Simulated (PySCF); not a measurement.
Some computed properties have been withheld. Give your best values.

Compound: C₄H₈OSi₂.
Numbering: `[CH:1]#[C:2][Si@H:3]1[CH2:4][CH2:5][SiH2:6][O:7]1` (hydrogens: H8 on C1; H9 on Si3; H10, H11 on C4; H12, H13 on C5; H14, H15 on Si6)

```csv
property,level,value
point group,PBE0-D3(BJ)/def2-SVP,C1
"rotational constants A, B, C",PBE0-D3(BJ)/def2-SVP,"3.714, 1.180, 1.026 GHz"
dipole moment,CAM-B3LYP/def2-SVPD,1.82 D
HOMO energy,CAM-B3LYP/def2-SVPD,?
LUMO energy,CAM-B3LYP/def2-SVPD,0.59 eV
lowest singlet excitation,TDDFT CAM-B3LYP/def2-SVPD,?
strongest line among the 10 lowest singlet transitions,TDDFT CAM-B3LYP/def2-SVPD,?
lowest triplet excitation (Tamm–Dancoff),TDA CAM-B3LYP/def2-SVPD,?
static isotropic polarisability,CAM-B3LYP/def2-SVPD,94.7 au
vertical ionisation energy,ΔSCF CAM-B3LYP/def2-SVPD,10.05 eV
electronic spatial extent ⟨r²⟩ about the centre of nuclear charge,CAM-B3LYP/def2-SVPD,1197 bohr²
13C chemical shifts (computed TMS as zero) by class,GIAO PBE0/pcSseg-1,?
1H chemical shifts (computed TMS as zero) by class,GIAO PBE0/pcSseg-1,"5.06 (H14), 4.97 (H15), 4.97 (H9), 2.40 (H8), 1.14 (H11), 1.03 (H12), 0.92 (H10), 0.91 (H13) ppm"
"isotropic shieldings of nuclei other than C and H, by class",GIAO PBE0/pcSseg-1,?
```

The electronic properties come from PySCF, for the isolated species, density fitting. One conformer (not necessarily the lowest) at the PBE0-D3(BJ)/def2-SVP geometry, without solvent, vibrations or thermal averaging.

(1) What is the lowest triplet excitation (Tamm–Dancoff)?

(2) The isotropic shieldings of nuclei other than C and H, by class?

(3) The HOMO energy?

(4) The strongest line among the 10 lowest singlet transitions?

(5) The 13C chemical shifts (computed TMS as zero) by class?

(6) The lowest singlet excitation?

## Answers

(1) 4.86 eV.

(2) 286 (O7), 350 (Si6), 366 (Si3) ppm.

(3) -9.33 eV.

(4) S10 at 8.13 eV (153 nm, f = 0.131).

(5) 103.3 (C1), 88.7 (C2), 10.7 (C4), 8.2 (C5) ppm.

(6) 5.82 eV (213 nm, f = 0.001).

The largest Löwdin shares of the HOMO are 0.21 on C1, 0.20 on C2, 0.14 on C4 and 0.10 on Si3. No computed singlet falls in the visible range (750 to 380 nm, 1.65 to 3.26 eV); S1 lies 2.56 eV above its blue end. The 10 singlets span 5.82 to 8.13 eV, and their oscillator strengths add up to 0.32. The polarisability is 14.04 Å³ as a volume (1 au = 0.148185 Å³), or 1.39 au for each of the 68 electrons.
